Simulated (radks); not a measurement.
Results of a calculation; reference values are marked as such.
Neutral praseodymium inside a hard spherical wall (all orbitals vanish at R), configuration held at [Xe] 4f3 6s2 and not refilled when levels cross. Code: a radial shooting solver on a logarithmic mesh with Libxc functionals. Model: scalar-relativistic Kohn-Sham, PBE, spin-unpolarised, spherical densities, finite nucleus; Fermi nuclear charge, rms radius 4.8919 fm. Eigenvalues in eV, with the zero of energy where the potential of the charges vanishes at infinity; a dash marks a level that is unbound or too diffuse for the functional's potential to be trusted. A positive occupied level is held by the wall or, in an anion where self-interaction has pushed it up, behind a barrier. The pressure on the wall is -dE/dV.

R (bohr),E (hartree),kinetic (hartree),e(5s),e(5p),e(6s),"e(5d, empty)",e(4f),"e(6p, empty)",pressure (GPa)
free,-9236.8629,9809.308,-39.024,-21.475,-3.462,-2.025,-1.253,-1.245,0
20,-9236.8629,9809.308,-39.024,-21.475,-3.462,-2.025,-1.253,-1.245,< 0.0001
15,-9236.8628,9809.308,-39.018,-21.469,-3.458,-2.020,-1.248,-1.225,0.000411
12,-9236.8621,9809.315,-38.963,-21.415,-3.418,-1.972,-1.193,-1.111,0.0108
10,-9236.8584,9809.344,-38.771,-21.226,-3.262,-1.806,-1.004,-0.787,0.0945
6,-9236.7075,9810.014,-36.268,-18.823,-0.026,0.632,1.531,4.404,9.19
3.5,-9234.6113,9817.886,-25.848,-8.536,28.266,14.743,13.733,41.188,582
2,-9209.5234,9897.147,35.286,62.652,230.62,108.54,72.717,263.43,33200
1.5,-9149.5043,10070.457,165.89,209.99,575.54,277.82,153.48,621.67,238000
